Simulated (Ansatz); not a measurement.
FGeH6NSi, SMILES `[NH2][GeH2][SiH2]F` at its PBE0-D4/def2-TZVP geometry, where that method's forces vanish. Charge 0, multiplicity 1.

```csv
atom,x (Å),y (Å),z (Å)
N1,-1.328,1.296,-0.253
Ge2,-0.692,-0.435,-0.348
Si3,1.485,-0.477,0.626
F4,1.404,-0.211,2.206
H5,-0.772,1.964,-0.770
H6,-2.290,1.390,-0.550
H7,-0.593,-0.997,-1.792
H8,-1.694,-1.308,0.428
H9,2.349,0.578,0.032
H10,2.130,-1.801,0.420
```

(1) For each bond, give half the difference of the two atoms' forces along it (eV/Å; positive pushes the atoms apart) under PBE-D4, r2SCAN-D4, B3LYP-D4, ωB97M-V in def2-TZVPP. (Estimate.)

Results:

(1) The calculation gave: 
```
   bond  length (Å)  PBE-D4  r2SCAN-D4  B3LYP-D4  ωB97M-V
 N1–Ge2       1.847    0.18       0.08      0.23     0.10
  N1–H5       1.011    0.22       0.03     -0.04    -0.03
  N1–H6       1.011    0.22       0.02     -0.04    -0.04
Ge2–Si3       2.385   -0.18      -0.04      0.03    -0.05
 Ge2–H7       1.553    0.05      -0.04     -0.04    -0.08
 Ge2–H8       1.538    0.07      -0.04     -0.05    -0.09
 Si3–F4       1.604    0.54       0.05      0.21     0.20
 Si3–H9       1.487    0.04      -0.01     -0.12    -0.15
Si3–H10       1.486    0.04      -0.02     -0.12    -0.15
```

B3LYP here is the variant with VWN-RPA as its local correlation; programs differ in this.

Program: Ansatz 0.2.0.
